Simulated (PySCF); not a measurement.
## Nuclear quadrupole coupling in `CCC#[N+][BH2-]N([SiH3])[SiH3]`

C3H13BN2Si2.
Geometry (PBE0-D3(BJ)/def2-SVP, Å), atoms numbered from 1 in this order:
```xyz
21
C3H13BN2Si2 angstrom
C      3.1180    0.3759   -0.7407
C      2.7700   -0.9532   -0.0701
C      1.3986   -0.9879    0.4067
N      0.3061   -0.9822    0.7651
B     -1.2359   -0.8911    1.1620
N     -1.8611    0.1736    0.2798
Si    -1.7949    1.8012    0.8640
Si    -2.4929   -0.3736   -1.2366
H      2.4814    0.5543   -1.6184
H      2.9886    1.2168   -0.0454
H      4.1656    0.3551   -1.0703
H      3.4251   -1.1498    0.7943
H      2.8997   -1.7988   -0.7652
H     -1.2068   -0.6188    2.3575
H     -1.6454   -2.0298    0.9591
H     -0.3756    2.2712    1.0423
H     -2.4626    1.9544    2.1944
H     -2.4485    2.7244   -0.1163
H     -3.5755   -1.3930   -1.0696
H     -1.4253   -1.0165   -2.0802
H     -3.0378    0.7850   -2.0125
```

Field gradients from the PBE0/pcSseg-1 density (PySCF, non-relativistic), principal values in atomic units, ordered |Vxx| ≤ |Vyy| ≤ |Vzz|:

```
atom      Vxx      Vyy      Vzz
  N4   0.2273   0.2467  -0.4739
  B5  -0.0825  -0.1800   0.2625
  N6   0.2644   0.3242  -0.5886
```

Problem. Find the asymmetry η = (Vxx − Vyy)/Vzz and the couplings χ = eQV/h (234.96 MHz × Q in barn × V in au), with Q(14N) = 0.02044 b, Q(11B) = 0.04059 b.

Solution. 
| atom | environment | nucleus | η | χzz (MHz) | χxx (MHz) | χyy (MHz) |
| --- | --- | --- | --- | --- | --- | --- |
| N4 | nitrogen bonded to B and C | 14N | 0.04 | -2.276 | 1.092 | 1.185 |
| B5 | four-coordinate boron | 11B | 0.37 | 2.504 | -0.787 | -1.717 |
| N6 | nitrogen bridging silicon atoms | 14N | 0.10 | -2.827 | 1.270 | 1.557 |

The gradient is axial or nearly so (η below 0.05) at N4. The tensor is traceless: Vxx + Vyy + Vzz = 0.

Problem. What is Vzz at N6 in SI units (1 au = 9.71736 × 10²¹ V/m²)?

Solution. -0.5886 au = -5.720 × 10²¹ V/m².

Problem. And the gradient at the other heavy atoms, for which no coupling is worked out here?

Solution. 
```tsv
atom	environment	Vzz (au)	η
C1	methyl carbon	0.169	0.07
C2	chain CH2 carbon	0.232	0.17
C3	triply bonded carbon	-0.393	0.17
Si7	SiH3 silicon	0.162	0.59
Si8	SiH3 silicon	0.167	0.55
```

Problem. What couplings would deuterons (Q(2H) = 0.00286 b) have in place of the hydrogens, at this geometry?

Solution. 
```
atom  bonded to  bond length (Å)  Vzz (au)     η  χzz (kHz)
  H9         C1            1.099    0.2883  0.05        194
 H10         C1            1.099    0.2882  0.05        194
 H11         C1            1.098    0.2918  0.04        196
 H12         C2            1.102    0.2788  0.05        187
 H13         C2            1.102    0.2784  0.05        187
 H14         B5            1.227    0.1876  0.05        126
 H15         B5            1.227    0.1871  0.06        126
 H16        Si7            1.506    0.1349  0.04         91
 H17        Si7            1.496    0.1389  0.02         93
 H18        Si7            1.497    0.1378  0.04         93
 H19        Si8            1.496    0.1388  0.02         93
 H20        Si8            1.505    0.1352  0.04         91
 H21        Si8            1.497    0.1376  0.04         92
```

Geometry: PBE0-D3(BJ)/def2-SVP, one conformer, isolated molecule. With so small a basis the couplings can be 20 % off.
